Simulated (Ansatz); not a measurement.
This geometry of FGe₂H₅ (8 atoms, charge 0, multiplicity 1) is a first-order saddle point.

Level of theory: Ansatz, RKS B3LYP/def2-SVP.

```xyz
8
Properties=species:S:1:pos:R:3
Ge -0.392 -0.219 0.517
H 0.856 -0.236 1.454
H 0.680 0.906 -0.287
Ge -0.945 1.903 -0.717
H -2.474 1.800 -0.949
H -0.623 2.988 0.324
H -0.281 2.157 -2.084
F -0.130 -1.569 -0.597
```

Question: Which two structures does it join? (They come from a converged band through this point; their orientation in space is the band's.)

Answer: Bonds broken: Ge1–H2, Ge1–H3. Bonds formed: H2–H3. FGe2H5 becomes FGe2H3 + H2.

Image 0:

```xyz
8
Properties=species:S:1:pos:R:3
Ge 0.233 0.079 0.192
H -0.136 -0.268 1.652
H 1.763 0.238 0.043
Ge -1.042 1.952 -0.724
H -2.551 1.668 -0.606
H -0.705 3.234 0.068
H -0.675 2.165 -2.205
F -0.195 -1.337 -0.758
```

Image 6:

```xyz
8
Properties=species:S:1:pos:R:3
Ge -0.903 -0.330 0.645
H 1.635 -0.009 0.989
H 1.632 0.493 0.411
Ge -1.150 1.864 -0.658
H -2.585 1.893 -1.253
H -1.003 3.143 0.207
H -0.174 1.989 -1.855
F -0.761 -1.313 -0.825
```

Question: How far does it lie above each of them?

Answer: 44.6 kcal/mol above the first and 17.4 kcal/mol above the second. This is the barrier of this one path; another mechanism may lie lower. The orbitals stay closed-shell, which can raise the energy where a bond breaks towards radicals; this wasn't checked here.

The run took 5.4 min on 2 threads of Arm Neoverse V2, with other jobs on the host, peak memory 0.25 GiB.
